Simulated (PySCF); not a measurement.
Sb(F)2(OMe) (CH₃F₂OSb), SMILES C[O][Sb]([F])[F]. Geometry optimised at B3LYP-D3(BJ)/def2-SVP. The structure was generated by enumeration; whether it is a known compound was not checked. The def2 effective core potentials stand for the cores of Sb; spin–orbit coupling is left out. One conformer was computed; it need not be the lowest.

### Question
Give the equilibrium geometry at B3LYP-D3(BJ)/def2-SVP (PySCF confirms it by a frequency run) as Cartesian coordinates in Å, and its point group. (Estimate from the structure and the level; the computed values follow.)

### Answer
Several could match; the one computed here: point group Cs.
```xyz
8

Sb    -0.5073     0.3148     0.0000
F     -0.4309    -1.0224     1.4059
F     -0.4309    -1.0224    -1.4059
O      1.4103     0.7303     0.0000
C      2.3923    -0.2998     0.0000
H      3.3827     0.1812     0.0000
H      2.3060    -0.9395     0.8948
H      2.3060    -0.9395    -0.8948
```
